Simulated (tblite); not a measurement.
Species: C₃H₈NSi (doublet state).
Z-matrix (Å and degrees, GFN2-xTB geometry), rows numbered from 1:
```
C 
C   1  1.4887
N   2  1.3026  1  119.99
Si  3  1.6439  2  139.68  1   179.81
C   4  1.8850  3  113.63  2   179.46
H   1  1.0915  2  110.61  3   123.78
H   1  1.0861  2  109.88  3     3.11
H   1  1.0923  2  110.72  3  -117.36
H   2  1.0874  1  117.06  3   179.83
H   4  1.4600  3  132.35  2     1.25
H   5  1.0867  4  110.89  3   139.99
H   5  1.0848  4  110.99  3    19.77
H   5  1.0866  4  111.54  3  -100.37
```

Computed with GFN2-xTB (tblite): harmonic, unscaled wavenumbers at the GFN2-xTB geometry, gas phase. Against measured fundamentals such values can be off by several per cent, at times by over 20. Modes of hydrogen on silicon can be 10 to 20 % off. One conformer, not necessarily the lowest. Open shells enter through the occupations alone, without spin polarisation, and single modes of such species can be off by tens of per cent.

Harmonic wavenumbers (cm⁻¹): 41.9, 91.8, 114.4, 121.9, 205.9, 250.3, 353.1, 413.7, 636.2, 651.5, 763.0, 825.2, 829.6, 894.9, 999.3, 1085.4, 1122.8, 1310.3, 1375.2, 1386.9, 1462.7, 1465.8, 1485.5, 1496.0, 1511.0, 2277.9, 2945.3, 2951.4, 2977.0, 3025.0, 3034.1, 3056.2, 3056.7.

A = 13364, B = 1709, C = 1544 MHz; mass 86.043 u (most abundant isotopes); point group C1, symmetry number 1; spin multiplicity 2.

**Question.** What is the zero-point energy?

**Answer.** Half the sum of the wavenumbers: 22109 cm⁻¹ = 63.21 kcal/mol.

**Question.** Entropy at 350 K, 1 bar (ideal gas, RRHO, classical rotation)?

**Answer.** Translation 40.09, rotation 27.09, vibration 26.29, spin (R ln 2) 1.38: S = 94.9 cal/(mol K).

**Question.** And Cp and H(350 K) − H(0)?

**Answer.** Cp = 31.33 cal/(mol K), of which vibrations give 23.38 (their classical limit is 33 R = 65.6); H(350 K) − H(0) = 7.30 kcal/mol without the zero-point energy, 4.52 from vibrations.

**Question.** What must be added to the electronic energy to get the Gibbs energy at 350 K and 1 bar?

**Answer.** ZPE + [H(350 K) − H(0)] − T·S = 63.21 + 7.30 − 33.20 = 37.31 kcal/mol.

**Question.** Blend soft modes into free rotors: weight 1/[1 + (100 cm⁻¹/ν̃)⁴] for the oscillator and the rest for a rotor with moment μB/(μ + B), μ = h/(8π²ν), B = 10⁻⁴⁴ kg m². What vibrational entropy results?

**Answer.** 23.84 cal/(mol K) in place of 26.29, which changes −T·S at 350 K by +0.86 kcal/mol.

**Question.** How do the functions run with temperature in this model?

**Answer.** 
| T (K) | S (cal/(mol K)) | Cp (cal/(mol K)) | H − H(0) (kcal/mol) | G − H(0) (kcal/mol) | ln q(vib) |
| --- | --- | --- | --- | --- | --- |
| 50 | 56.0 | 12.8 | 0.49 | -2.31 | 0.50 |
| 100 | 66.3 | 17.0 | 1.25 | -5.38 | 1.60 |
| 298.15 | 90.1 | 28.4 | 5.76 | -21.10 | 5.75 |
| 373.15 | 96.9 | 32.6 | 8.04 | -28.11 | 7.16 |
| 500 | 107.4 | 39.0 | 12.60 | -41.08 | 9.42 |
| 750 | 125.1 | 48.5 | 23.62 | -70.21 | 13.56 |
| 1000 | 140.0 | 55.1 | 36.61 | -103.40 | 17.33 |

q(vib) and H(0) count from the zero-point level.

**Question.** Which modes carry the vibrational entropy at 350 K?

**Answer.** 41.9 cm⁻¹: 5.48; 91.8 cm⁻¹: 3.94; 114.4 cm⁻¹: 3.50; 121.9 cm⁻¹: 3.38; 205.9 cm⁻¹: 2.38; 250.3 cm⁻¹: 2.02 cal/(mol K); the other 27 give 5.59 together.

Hindered rotation and anharmonicity are outside this model. Other conformers, if any are populated, would add a mixing term that is left out. The structure is chiral; the term R ln 2 for an equal mix with its mirror image is left out.

Hardware: one thread of an Arm Neoverse V2, shared host with 96 logical CPUs at a one-minute load of 44. Cost: 0.23 s of wall time. This covers the Hessian and the dipole derivatives.
